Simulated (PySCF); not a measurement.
# Two-dimensional NMR puzzle

Compound of formula C₆H₁₃FSi. Correlations simulated from computed shifts and the bond graph:

HSQC (one-bond C–H):
| δH | δC |
| --- | --- |
| 4.66 | 97.2 |
| 2.18 | 22.8 |
| 1.86 | 41.6 |
| 1.48 | 22.8 |
| 1.32 | 11.3 |
| 1.30 | 11.3 |
| 1.23 | 23.3 |
| 0.39 | -1.3 |

COSY cross peaks (H two or three bonds apart, from the bond graph; peaks can be absent where the dihedral angle is near 90°):
| δH | δH |
| --- | --- |
| 4.97 | 1.86 |
| 4.97 | 1.32 |
| 4.97 | 1.30 |
| 4.97 | 0.39 |
| 4.66 | 1.86 |
| 4.66 | 1.23 |
| 2.18 | 1.86 |
| 2.18 | 1.48 |
| 2.18 | 1.32 |
| 2.18 | 1.30 |
| 1.86 | 1.48 |
| 1.48 | 1.32 |
| 1.48 | 1.30 |
| 1.32 | 1.30 |

HMBC (two and three bonds, from the bond graph):
| δH | δC |
| --- | --- |
| 4.97 | 97.2, 41.6, 22.8, 11.3, -1.3 |
| 4.66 | 41.6, 23.3, 22.8 |
| 2.18 | 97.2, 41.6, 11.3 |
| 1.86 | 97.2, 23.3, 22.8, 11.3, -1.3 |
| 1.48 | 97.2, 41.6, 11.3 |
| 1.32 | 41.6, 22.8, -1.3 |
| 1.30 | 41.6, 22.8, -1.3 |
| 1.23 | 97.2, 41.6 |
| 0.39 | 41.6, 11.3 |

[PySCF 2.14.0 with density-fitted response routines: shielding tensors at PBE0/pcSseg-1 (GIAO); geometry from GFN2-xTB; non-relativistic Hamiltonian; no solvent; single conformer; one averaged value for each set of equivalent atoms]

Chemical shifts δ = σref − σ; 1H, 13C vs TMS, all at this level.

Exchangeable hydrogens are left out of these lists.

Q: Which molecule is this?

A: `C[C@@H](F)[C@H]1CC[Si@@H]1C`.

Atoms are numbered as in `[CH3:1][C@@H:2]([F:3])[C@H:4]1[CH2:5][CH2:6][Si@@H:7]1[CH3:8]`. Hydrogens are named by the atom that carries them. Ha(C5), Ha(C6) are cis to C2 on the ring; Hb(C5), Hb(C6) are trans to C2 on the ring.

δC 97.2 is C2, an sp3 CH bonded to F (δH 4.66). δC 41.6 is C4, an sp3 CH bonded to Si (δH 1.86). δC 23.3 is C1, a methyl carbon (δH 1.23). δC 22.8 is C5, an sp3 CH2 in a ring (δH 2.18, 1.48). δC 11.3 is C6, an sp3 CH2 bonded to Si (δH 1.30, 1.32). δC -1.3 is C8, a methyl carbon bonded to Si (δH 0.39). COSY links 4.97–1.86, 4.97–1.32, 4.97–1.30, 4.97–0.39, 4.66–1.86, 4.66–1.23.

The data come from this structure; uniqueness wasn't tested.

Shifts are as computed. Against solution values, carbons near 30 ppm lie about +3 ppm off and those near 130 ppm about +5 ppm. Of 1309 compounds with measured shifts, 239 miss one by over three times the rms of a fit or turn the order of signals round; such compounds aren't used in these exercises.
